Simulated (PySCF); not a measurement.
UHF on C⁺ (carbon, charge +1)

Configuration: [He] 2s2 2p1, 2P determinant. Calculation: PySCF 2.14, in dyall-acv3z; the spin-free X2C one-electron Hamiltonian (Gaussian nucleus).

| Item | Value |
| --- | --- |
| Total energy | -37.311860 hartree |
| One-electron energy | -47.5936 hartree |
| Hartree (Coulomb) energy | 15.0318 hartree |
| Exchange energy | -4.7501 hartree |
| ⟨S²⟩ | 0.7566 |
| ⟨L²⟩ | 2.017 |
| Sum of ⟨r⟩ | 4.956 bohr |
| Sum of ⟨r²⟩ | 8.047 bohr² |
| Traceless quadrupole moment −½Σ⟨3z² − r²⟩ along its main axis | -1.09 e·bohr² |
| Langevin diamagnetic susceptibility | -6.37 ×10⁻⁶ cm³/mol |

```
shell  electrons  mean orbital energy (eV)  rms radius, mean of both spins (bohr)
 1s α          1                   -324.27                                  0.311
 1s β          1                   -323.46                                  0.311
 2s α          1                   -33.321                                   1.61
 2s β          1                   -29.604                                   1.61
 2p α          1                   -24.874                                   1.63
```

Spin-orbit constants ζ (cm⁻¹) from the X2C one-electron operator on these orbitals: bare nucleus, nucleus screened by l(l+1)(2l+1)/3 electrons, and screened by the Breit-Pauli mean field of the electrons.

```tsv
shell	bare	screened nucleus	mean field
2p	78.02	52.01	42.25
```

To first order the Landé constant is A = 42.25 cm⁻¹, so the lowest level has J = 1/2 and lies 0.00524 eV below the centre of the term.
